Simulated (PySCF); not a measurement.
Coordinates in bohr (charge 0 multiplicity 5):
```
Os    0.0000    0.0000   -0.0228
H     0.0000    2.9789    1.0211
H     0.0000   -2.9789    1.0211
H     2.9789    0.0000    1.0211
H    -2.9789    0.0000    1.0211
```

Method: UPBE0 in PySCF with Os def2-TZVP with ECP60, H def2-TZVP; scalar-relativistic core potentials, no spin–orbit coupling; density-fitted integrals.

This geometry of OsH₄ is a stationary point at this level.

Q: What is the point group?

A: C4v.

Q: Is it a minimum?

A: No: it has 2 imaginary modes (one degenerate set), at 199i cm⁻¹ (e).

Q: Which band is strongest in the infrared?

A: 1887 cm⁻¹ (e), 379 km/mol.

Q: Give the atomic charges and bond orders.

A: 
```
    atom  Mulliken  Löwdin  polar tensor  spin (Mulliken)  Mayer order to Os1
     Os1      0.40    0.37          0.52             3.47                   –
H2,3,4,5     -0.10   -0.09         -0.13             0.13                0.89
```

Other isomers or separated fragments may lie lower. Open d and f shells are described by one determinant, and the ground state may have another occupation or spin. At this level a singlet minimum of Td symmetry lies 198 kJ/mol below this structure. No spin–orbit coupling is included, which matters more the heavier the element.
